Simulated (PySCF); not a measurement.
**Bonds of Si to H, Cl, Br, O**

PBE in PySCF with def2-TZVPPD on every atom, for the lowest determinant that a PBE0 search found; no spin–orbit coupling. D0 is De less the harmonic zero-point energy.

```json
{"X": "H", "state of SiX": "doublet (π ↑)", "D0(SiX) (eV)": "3.00", "D0(X₂) (eV)": "4.27"}
{"X": "Cl", "state of SiX": "doublet (π ↑)", "D0(SiX) (eV)": "4.57", "D0(X₂) (eV)": "2.81"}
{"X": "Br", "state of SiX": "doublet (π ↑)", "D0(SiX) (eV)": "4.05", "D0(X₂) (eV)": "2.48"}
{"X": "O", "state of SiX": "singlet (closed shell)", "D0(SiX) (eV)": "8.43", "D0(X₂) (eV)": "6.13"}
```

**Question.** Give the energy of Si + X₂ → SiX + X at 0 K for each X.

**Answer.** H: 4.27 − 3.00 = +1.27 eV; Cl: 2.81 − 4.57 = -1.76 eV; Br: 2.48 − 4.05 = -1.57 eV; O: 6.13 − 8.43 = -2.30 eV (PBE/def2-TZVPPD; negative means exothermic).

**Question.** Does an atom of H displace Br from SiBr?

**Answer.** SiBr + H → SiH + Br has ΔE = 4.05 − 3.00 = +1.05 eV at PBE/def2-TZVPPD, so it is uphill.

Gas-phase diatomics only hint at surface chemistry, where an atom holds several bonds.

Spin–orbit coupling is left out. States were picked by a PBE0 search and need not be the measured ground states.
